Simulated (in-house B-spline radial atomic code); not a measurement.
Configurations of P+, with energies counted from [Ne] 3s2 3p2. Level of theory: scalar-relativistic (X2C) B3LYP, spin-polarised, spherical fractional occupations, exact exchange averaged over the configuration, Fermi nucleus of rms radius 3.1889 fm; calculated with a radial B-spline atomic code at the basis-set limit. Shells without spins written out take the highest spin.

Occupations are held fixed; configurations that lie above the ionisation limit could autoionise.

```csv
configuration,E - E(ref) (eV),highest orbital,its <r> (bohr)
[Ne] 3s2 3p1 3d1,11.071,3d up,3.294
[Ne] 3s2 3p1 4d1,15.183,4d up,7.791
[Ne] 3s1 3p2 4s1,17.698,4s up,4.609
[He] 2s2 2p5 3s2 3p3,128.33,3p up,1.904
[He] 2s2 2p5 3s2 3p2 3d1,141.34,3d up,2.777
```

Q: Order these further configurations by energy, lowest first.
A. [Ne] 3s2 3p1 4f1
B. [Ne] 3s1 3p2 4d1
C. [He] 2s2 2p5 3s2 3p2 4f1
D. [Ne] 3s1 3p2 3d1
E. [Ne] 3s1 3p3

A: E (6.0705 eV), A (16.218 eV), D (17.638 eV), B (22.264 eV), C (147.77 eV).
